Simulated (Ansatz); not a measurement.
Consider the redistribution: `O[SiH2][SiH2]O` + `OCB(F)Br` → `OC[SiH2][SiH2]O` + `OB(F)Br`.

Program: Ansatz. Geometries: PBE0-D4/def2-TZVP. ΔE: electronic, gas phase. CCSD(T)/CBS adds triple-zeta CCSD(T) − MP2 to the extrapolated MP2 energy (def2 sets, frozen cores). Functionals use def2-TZVPP. B3LYP here is the variant with VWN-RPA as its local correlation; programs differ in this. For Br outer-core shells are correlated without core-valence functions, which leaves a few kJ/mol of doubt a bond. Scalar relativity is left out up to krypton. Each species was taken in one conformer, which may not be the lowest.

```csv
level,ΔE (kJ/mol),difference from CCSD(T)/CBS
PBE-D4,-34.8,-4.7
r2SCAN-D4,-32.5,-2.4
PBE0-D4,-34.8,-4.7
B3LYP-D4,-31.8,-1.7
ωB97X-V,-30.5,-0.4
ωB97M-V,-31.6,-1.5
B2PLYP,-31.8,-1.7
PBE,-35.2,-5.1
r2SCAN,-32.3,-2.2
PBE0,-35.0,-4.9
B3LYP,-32.8,-2.7
HF/def2-TZVPP,-33.8,-3.7
MP2/def2-TZVPP,-31.4,-1.3
SCS-MP2/def2-TZVPP,-31.8,-1.7
CCSD/def2-TZVPP,-33.3,-3.2
CCSD(T)/def2-TZVPP,-33.4,-3.3
HF/def2-QZVPP,-33.7,-3.6
MP2/def2-QZVPP,-29.4,0.7
SCS-MP2/def2-QZVPP,-30.1,0.0
HF/CBS(def2),-33.7,-3.6
MP2/CBS(def2),-28.0,2.1
CCSD/CBS(def2),-30.0,0.1
CCSD(T)/CBS,-30.1,0
```

Largest T1 diagnostic among the species: 0.012.
